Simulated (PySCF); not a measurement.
**ORD: `C[C@@H]1CO[C@H](OC=O)O1`, C₅H₈O₄**

Geometry (Å), atoms numbered from 1 in this order:
```xyz
17

C    -1.7905   -0.7109   -0.7261
C    -1.2659   -0.1525    0.5893
C    -0.8156    1.3229    0.4832
O     0.5429    1.3049    0.9027
C     0.9759    0.0122    0.7550
O     1.4232   -0.1930   -0.6066
C     2.7159   -0.4014   -0.8127
O     3.5807   -0.4472    0.0053
O    -0.0742   -0.8241    1.0131
H    -2.6881   -0.1736   -1.0213
H    -1.0346   -0.6092   -1.5007
H    -2.0283   -1.7644   -0.6068
H    -2.0001   -0.3008    1.3874
H    -1.3566    1.9931    1.1514
H    -0.8861    1.6834   -0.5483
H     1.8210   -0.1937    1.4221
H     2.8735   -0.5335   -1.8969
```

Theory: TDDFT CAM-B3LYP/def2-SVPD circular dichroism and optical rotation, one conformer, gas phase in PySCF. Geometry: GFN2-xTB.

The molecule is flexible and this is one conformer; a measurement averages over conformers.

Stereocentres: C2 R, C5 S.

Q: What is the specific rotation at 633, 589.3, 546, 436, 405, 365, 355 nm?

A: [α] in deg dm⁻¹ (g/mL)⁻¹:
| λ (nm) | origin-invariant length gauge | modified velocity gauge | length gauge (centre of mass) | isotropic polarisability (au) |
| --- | --- | --- | --- | --- |
| 633 | +41.1 | +34.9 | +41.8 | 73.0 |
| 589.3 | +47.5 | +40.2 | +48.4 | 73.2 |
| 546 | +55.4 | +46.8 | +56.4 | 73.5 |
| 436 | +87.0 | +72.9 | +88.7 | 74.5 |
| 405 | +100.5 | +83.8 | +102.6 | 75.0 |
| 365 | +122.5 | +101.1 | +125.1 | 75.8 |
| 355 | +128.8 | +106.0 | +131.6 | 76.0 |

Q: And for the mirror image at 589.3 nm?

A: -47.5 deg dm⁻¹ (g/mL)⁻¹ (origin-invariant length gauge): the same size and the opposite sign.

Q: What is the molar rotation [Φ] = [α]·M/100 of the geometry above at 589.3 nm?

A: With M = 132.12 g/mol, +62.7 deg cm² dmol⁻¹ (origin-invariant length gauge).

The first excitation lies at 5.91 eV (210 nm) with R = -3.0 × 10⁻⁴⁰ esu² cm² (velocity form).
